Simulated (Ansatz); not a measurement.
Cost and result for the atomization energy of `C=[C](F)[InH2]` (8 atoms, 7 bonds).

Charge 0, multiplicity 1. Correlated methods include outer-core shells of In, which these sets cover unevenly. In takes the def2 core potential. The geometry is a stationary point of PBE0-D4/def2-TZVP. Program: Ansatz. All runs use 2 threads of an Arm Neoverse V1 on a shared host. Times are those of one run each, without the atoms' runs, and a repeat can differ threefold. Electronic energies, without spin–orbit coupling; frozen cores. CCSD(T)/CBS adds CCSD(T) − MP2 in def2-TZVPP to the MP2 limit, and its time is that of the two runs behind it. T1 = 0.014. With those shells the extrapolation isn't a true limit. B3LYP takes the VWN-RPA correlation (the form of Gaussian; ORCA's B3LYP/G). HSE06 is the plane-wave form, built on full-range PBE exchange.

CCSD(T)/CBS is a level of theory with its own doubt, some kJ/mol a heavy atom from the limit and from the frozen cores, so smaller differences don't rank the functionals.

```tsv
level	functions	wall time
revPBE-D4/def2-TZVPP	199	2.6 s
BLYP-D4/def2-TZVPP	199	2.9 s
PBE0-D4/def2-TZVPP	199	3.6 s
HSE06-D4/def2-TZVPP	199	3.7 s
CAM-B3LYP-D4/def2-TZVPP	199	4 s
B3LYP-D4/def2-TZVPP (with forces)	199	6 s
CCSD(T)/def2-SVP	88	6 s
r2SCAN-D4/def2-TZVPP (with forces)	199	6.5 s
B2PLYP/def2-TZVPP	199	7 s
PBE-QIDH/def2-TZVPP	199	7 s
MP2/def2-QZVPP	373	20 s
CCSD(T)/def2-TZVPP	199	2.3 min
CCSD(T)/CBS(def2)	–	2.6 min
```

**Question.** What atomization energy does each give, and how far from CCSD(T)/CBS? (An estimate is asked.)

**Answer.** The calculation gave: 
| level | atomization (kcal/mol) | difference from CCSD(T)/CBS | per bond |
| --- | --- | --- | --- |
| revPBE-D4/def2-TZVPP | 628.2 | -3.6 | -0.5 |
| BLYP-D4/def2-TZVPP | 629.3 | -2.5 | -0.3 |
| PBE0-D4/def2-TZVPP | 632.5 | 0.7 | 0.1 |
| HSE06-D4/def2-TZVPP | 632.9 | 1.1 | 0.2 |
| CAM-B3LYP-D4/def2-TZVPP | 634.5 | 2.7 | 0.4 |
| B3LYP-D4/def2-TZVPP (with forces) | 628.5 | -3.3 | -0.5 |
| CCSD(T)/def2-SVP | 598.8 | -33.0 | -4.7 |
| r2SCAN-D4/def2-TZVPP (with forces) | 633.9 | 2.1 | 0.3 |
| B2PLYP/def2-TZVPP | 622.4 | -9.4 | -1.3 |
| PBE-QIDH/def2-TZVPP | 626.6 | -5.2 | -0.7 |
| MP2/def2-QZVPP | 633.5 | 1.7 | 0.2 |
| CCSD(T)/def2-TZVPP | 616.9 | -14.9 | -2.1 |
| CCSD(T)/CBS(def2) | 631.8 | 0.0 | 0.0 |

In def2-TZVPP, CCSD(T) changes the Hartree–Fock value by +168.7 kcal/mol (the triples alone add +11.5 kcal/mol) and MP2 by +176.4 kcal/mol; breaking electron pairs costs correlation energy, which Hartree–Fock lacks. From PBE to PBE0 (25 % exact exchange), in def2-TZVPP and without D4, the atomization energy moves by −14.1 kcal/mol: exact exchange takes away binding that semilocal exchange gives to molecules. At CCSD(T), def2-SVP lies −32.9 kcal/mol from the extrapolated value and def2-TZVPP −14.9 kcal/mol: correlation converges slowly with the basis, and small sets miss more of it in the bonded molecule than in its fragments.

Spin–orbit coupling would lower the free In atoms strongly, and the atomization energy with them, by more than many differences here.
